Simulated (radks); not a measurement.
The gadolinium ion Gd+, 63 electrons, occupied as [Xe] 4f7 5d1 7s1 (not the ground configuration).

Calculated with a radial shooting solver on a logarithmic mesh with Libxc functionals: non-relativistic Kohn-Sham, r2SCAN, spin-unpolarised, spherical densities, point nucleus; meta-GGA in the generalised Kohn-Sham scheme; relativity is left out, which matters for an element this heavy.

Energy parts (eV):
| part | energy |
|---|---|
| total | -294513.16 |
| kinetic | 294425.20 |
| electron-nucleus | -698127.42 |
| Hartree | 115694.04 |
| exchange-correlation | -6504.97 |

Orbitals (lengths in bohr, moments of r in powers of bohr):
| orbital | occ. | eigenvalue (eV) | <r> |
|---|---|---|---|
| 1s | 2 | -47156.04 | 0.02371 |
| 2s | 2 | -7539.332 | 0.1009 |
| 2p | 6 | -7168.876 | 0.08561 |
| 3s | 2 | -1678.290 | 0.2601 |
| 3p | 6 | -1513.446 | 0.2501 |
| 3d | 10 | -1207.211 | 0.2222 |
| 4s | 2 | -343.5423 | 0.5869 |
| 4p | 6 | -278.3960 | 0.6010 |
| 4d | 10 | -162.6177 | 0.6364 |
| 4f | 7 | -22.2059 | 0.8231 |
| 5s | 2 | -54.3287 | 1.425 |
| 5p | 6 | -36.6229 | 1.591 |
| 5d | 1 | -11.5536 | 2.327 |
| 7s | 1 | -4.1123 | 8.097 |

The highest occupied level is 7s at -4.112 eV. Summed over all electrons, <r^2> = 116.1 bohr^2, which gives a Langevin (diamagnetic) susceptibility term of -92 x 10^-6 cm^3/mol.
